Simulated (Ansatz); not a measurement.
Gas-phase electronic energies from Ansatz, PBE0-D4/def2-TZVP geometries. CBS: MP2 limit from def2 TZ/QZ plus the TZ coupled-cluster correction, frozen cores. This one scheme is used for every species. DFT in def2-TZVPP. HSE06 is defined as in plane-wave codes. Each species was taken in one conformer, which may not be the lowest.

Reaction (ligand exchange at a B–C bond): `CCBS` + `O[SiH3]` → `[SiH3]OBS` + `CC`

(1) Is it downhill or uphill in electronic energy at CCSD(T)/CBS, and by how much? (Best estimate.)

(2) What do these levels give: B97M-V, HSE06-D4, BHLYP-D4, ωB97X-V, ωB97M-V, revPBE, r2SCAN, RPA@PBE/def2-TZVPP, CCSD(T)/def2-SVP, HF/def2-QZVPP, MP2/def2-QZVPP, CCSD/CBS(def2)? (An estimate is asked.)

Largest T1 diagnostic among the species: 0.013.

Answers

(1) The calculation gave: Downhill: ΔE = -118.9 kJ/mol.

(2) Computed: B97M-V -122.7, HSE06-D4 -117.0, BHLYP-D4 -130.3, ωB97X-V -119.9, ωB97M-V -119.7, revPBE -113.2, r2SCAN -120.8, RPA@PBE/def2-TZVPP -118.5, CCSD(T)/def2-SVP -134.2, HF/def2-QZVPP -134.3, MP2/def2-QZVPP -119.1, CCSD/CBS(def2) -119.9 kJ/mol.

At CCSD(T), def2-SVP lies −15.3 kJ/mol from the extrapolated value and def2-TZVPP −0.8 kJ/mol. From BLYP to BHLYP (50 % exact exchange), in def2-TZVPP and without D4, ΔE moves by −4.3 kJ/mol.
